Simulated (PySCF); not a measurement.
Se(H)(SH) (H₂SSe), SMILES S[SeH]. Coordinates come from a PBE0-D3(BJ)/def2-TZVP optimisation.

Computed equilibrium geometry at PBE0-D3(BJ)/def2-TZVP (PySCF confirms it by a frequency run) as a Z-matrix:
```
S
H 1 1.3452
Se 1 2.1897 2 97.76
H 3 1.4744 1 96.97 2 90.35
```
